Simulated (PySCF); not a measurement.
Spinor energies of Ar⁹⁺ (argon, charge +9)

Start: [He] 2s2 2p5; 2p1/2 filled at m_j = +1/2; 2p3/2 filled at m_j = -3/2, -1/2, +1/2, +3/2. Calculated with PySCF 2.14 in an even-tempered Gaussian basis (18 s from 1.2 bohr⁻², ratio 2.4; 11 p from 1.6 bohr⁻², ratio 2.4; 5 d from 9.1 bohr⁻², ratio 2.6; 5 f from 14 bohr⁻², ratio 2.6): generalised Hartree-Fock with the X2C-1e Hamiltonian and a Gaussian nucleus; one run each with spin-orbit coupling (SO) screened by Boettger's factors, then bare. This is a chosen level, not necessarily the ground level.

| spinor shell | electrons | ε, screened SO (eV) | ε, bare SO (eV) | weight of nominal j (bare SO) | rms radius, bare SO (bohr) |
| --- | --- | --- | --- | --- | --- |
| 1s1/2 | 2 | -3492.1 | -3492.1 | 1.000 | 0.0989 |
| 2s1/2 | 2 | -553.46 | -553.47 | 1.000 | 0.432 |
| 2p1/2 | 1 | -489.82 | -490.05 | 0.999 | 0.394 |
| 2p3/2 | 4 | -483.65 | -483.56 | 0.999 | 0.397 |

```json
{"quantity": "E (hartree)", "screened SO": "-492.19373", "bare SO": "-492.18686"}
{"quantity": "M_J", "screened SO": "1/2", "bare SO": "1/2"}
{"quantity": "⟨J²⟩", "screened SO": "0.754", "bare SO": "0.754"}
{"quantity": "⟨L²⟩", "screened SO": "2.001", "bare SO": "2.001"}
{"quantity": "⟨S²⟩", "screened SO": "0.750", "bare SO": "0.750"}
```

Each row is a mean over spinors that exchange with the open shell spreads, by up to 5.081 eV (2s1/2).
